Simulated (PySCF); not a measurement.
The numbers are results of PBE-D3(BJ)/def2-TZVP // B3LYP-D3(BJ)/def2-TZVP in PySCF, not measurements. Gas-phase values, no solvent. One relaxed conformer stands for a flexible species; it need not be the lowest. Excitations are Tamm–Dancoff values on a coarser integration grid. The basis has no diffuse functions, so Rydberg states are missing or too high.

Reference species (SMILES): `C=CC[N+]#[C-]` (neutral, multiplicity 1).

```json
{
 "HOMO": "-6.96 eV",
 "S1–T1 gap (TDA)": "1.03 eV",
 "S1 oscillator strength": "0.013"
}
```

Changed species: `C=CCO` (C–C–C–O torsion -6°, C–C–O–H torsion -58°) (X = hydroxy; the reference has X = isocyano).

Task: What does the change do to the HOMO, S1–T1 gap (TDA) and S1 oscillator strength?

Result: the HOMO rises by 0.71 eV, to -6.25 eV; the S1–T1 gap (TDA) increases by 0.12 eV, to 1.15 eV; the S1 oscillator strength stays essentially unchanged.
